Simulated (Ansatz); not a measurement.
Stepwise reaction of `[O]=[W](=[S])([Cl])[Cl]` with ammonia, as a gas-phase model of exchange steps in deposition or etching. ΔE in kJ/mol; ΔG adds harmonic PBE0-D4 terms to CCSD(T)/CBS, at 1 bar.

Calculated with Ansatz (gas phase, PBE0-D4/def2-TZVP geometries, no zero-point term in ΔE). CBS: MP2 limit from def2 TZ/QZ plus the TZ coupled-cluster correction, frozen cores. This one scheme is used for every species. DFT in def2-TZVPP. B3LYP here is the variant with VWN-RPA as its local correlation; programs differ in this. Elements past krypton have def2 core potentials. For W outer-core shells are correlated without core-valence functions, which leaves a few kJ/mol of doubt a bond. One conformer a species, not always the lowest.

| step | reaction | PBE-D4 | B3LYP-D4 | ωB97M-V | CCSD(T)/CBS | ΔG(400 K) |
| --- | --- | --- | --- | --- | --- | --- |
| 1 | `[O]=[W](=[S])([Cl])[Cl]` + NH₃ → `[NH2][W](=[O])(=[S])[Cl]` + HCl | 39.2 | 37.0 | 34.0 | 37.6 | 31.8 |

Give the row of step 2, `[NH2][W](=[O])(=[S])[Cl]` + NH₃ → `[NH2][W]([NH2])(=[O])=[S]` + HCl. (An estimate is asked.)

Ansatz gave: 
```
step                                                              reaction  PBE-D4  B3LYP-D4  ωB97M-V  CCSD(T)/CBS  ΔG(400 K)
   2  `[NH2][W](=[O])(=[S])[Cl]` + NH₃ → `[NH2][W]([NH2])(=[O])=[S]` + HCl    62.8      60.8     58.3         61.7       51.6
```

By hand: ΔE of the 2 steps together at CCSD(T)/CBS.

(37.6) + (61.7) = 99.3 kJ/mol, or 49.7 kJ/mol a step.

In ΔE each step is higher than the one before. All are uphill at CCSD(T)/CBS. ΔG lies between 31.8 and 51.6 kJ/mol a step. PBE-D4 differs from CCSD(T)/CBS by 1.1 to 1.6 kJ/mol a step. Isolated molecules leave out the surface, adducts and barriers. Largest T1 diagnostic: 0.022.
